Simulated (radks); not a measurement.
Dynamic dipole polarisability and lines of the potassium ion K16+, [He] 2s1. Calculated with a radial shooting solver on a logarithmic mesh with Libxc functionals: non-relativistic Kohn-Sham, exchange-only LDA, spin-polarised, spherical densities, point nucleus; open shells are filled with parallel spins first. Time-dependent linear response with the Hartree and adiabatic exchange-only LDA kernel, continuum included through the Sternheimer equations. Lines are the poles of the dipole polarisability below minus the highest occupied eigenvalue, found on a grid refined at the orbital gaps; the lowest seven at most are given, and weak or close lines can be missed. The first line takes the name of the lowest orbital gap if no other gap lies below it; otherwise a line is named after a gap within 0.6 % of it, if that gap stands alone.

photon energy (eV)  alpha (bohr^3)
0                          0.04357
49.188                    -0.04558
114.77                   -0.003300
180.36                  -0.0004414
245.94                   0.0004710
311.53                   0.0009806
377.11                    0.001439
442.69                    0.002090
508.28                    0.003642
573.86                     0.02561
639.45                   -0.003305
705.03                  -0.0006755
770.62                        2174
836.20                   4.772e-06
901.79                   -0.003445
967.37                  -0.0003620

Lines (eV, oscillator strength): 35.625 (34.80 nm, 2s-2p), f = 0.0727; 583.17 (2.126 nm, 2s-3p), f = 0.366; 770.62 (1.609 nm, 2s-4p), f = 0.0888; 854.33 (1.451 nm, 2s-5p), f = 0.0367; 899.11 (1.379 nm, 2s-6p), f = 0.0190; 925.87 (1.339 nm, unassigned), f = 0.0112; 943.13 (1.315 nm, unassigned), f = 0.00722. Higher lines, where found, are left out when the end of the mesh affects them. Those listed give 100 % of the static polarisability (sum of f/w^2). Orbital energy gaps for comparison: 2s-2p 33.170 eV; 2s-3p 585.70 eV; 2s-4p 771.40 eV; 2s-5p 854.69 eV; 2s-6p 899.31 eV.
